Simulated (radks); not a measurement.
The numbers below are computed, except where a source is named.
Ionisation of Mg2+, [Ne], to Mg3+, [He] 2s2 2p5, under several functionals. Dirac Kohn-Sham, spin-unpolarised, spherical densities, finite nucleus; open shells are shared between the two j in proportion to 2j + 1; a radial shooting solver on a logarithmic mesh with Libxc functionals. The NIST Atomic Spectra Database gives 80.144 eV (measured). Rank these functionals by the error of their Delta-SCF ionisation energy: exchange-only PBE; RPBE; PBE; OLYP; Wu-Cohen GGA; exchange-only B88; XLYP.

Answer. From best to worst: exchange-only B88 79.981 eV (-0.163); exchange-only PBE 79.922 eV (-0.222); RPBE 81.126 eV (+0.982); PBE 81.187 eV (+1.043); Wu-Cohen GGA 81.193 eV (+1.049); XLYP 81.296 eV (+1.152); OLYP 81.516 eV (+1.372). Spin polarisation and multiplet splitting are left out, so open shells lie too high by an amount that depends on their filling.

Beside tabulated values, note that spin-unpolarised runs miss the spin-polarisation part of the exchange energy of open shells.
